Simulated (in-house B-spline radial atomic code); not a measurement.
## Excitations of Ru8+ by several methods

Full response, energies in eV; labels give the largest channel, * marks a mixed state, a dash one above the method's threshold, and an imaginary frequency an unstable closed-shell reference. Computed with an all-electron radial atomic-structure program (B-spline basis): linear response of the closed shell [Ar] 3d10 4s2 4p6 with each method's own kernel (bare exchange for TDHF, static screening on G0W0 levels for BSE, the adiabatic kernel for functionals); scalar-relativistic (spin-free one-electron X2C), finite nucleus, no spin-orbit coupling, no double excitations, S, P, D and F terms only; shells from n = 2 respond. Only terms of natural parity with L up to 3 were computed.

```csv
method,4p → 4d 3P,4p → 4d 3F,4p → 4d 1F,α (bohr³)
TDHF,45.89,46.77,50.82,1.177
BSE on G0W0@HF,46.42,47.45,51.06,1.165
LDA VWN5,46.65,47.46,50.38,1.171
PBE,46.25,46.74,50.10,1.175
PBE0,?,?,?,?
B3LYP (VWN-RPA),46.23,46.84,50.24,1.175
CAM-B3LYP,46.23,46.87,50.27,1.175
LC-wPBE,46.23,46.74,50.14,1.176
wB97X,46.40,47.06,50.22,1.176
HSE06,46.23,46.85,50.35,1.176
BHandHLYP,46.13,46.86,50.50,1.175
BLYP,46.12,46.60,49.98,1.176
PBEsol,46.35,46.97,50.25,1.173
BP86,46.41,46.83,50.15,1.173
LDA exchange-only,?,?,?,?
B97-1,46.48,47.13,50.27,1.174
RPBE,46.19,46.63,50.02,1.176
OLYP,45.99,46.69,50.10,1.17
```

What does PBE0 give?

4p → 4d 3P: 46.27; 4p → 4d 3F: 46.89; 4p → 4d 1F: 50.39; α: 1.175 (eV, bohr³).

What does LDA exchange-only give?

4p → 4d 3P: 46.03; 4p → 4d 3F: 46.99; 4p → 4d 1F: 50.31; α: 1.176 (eV, bohr³).
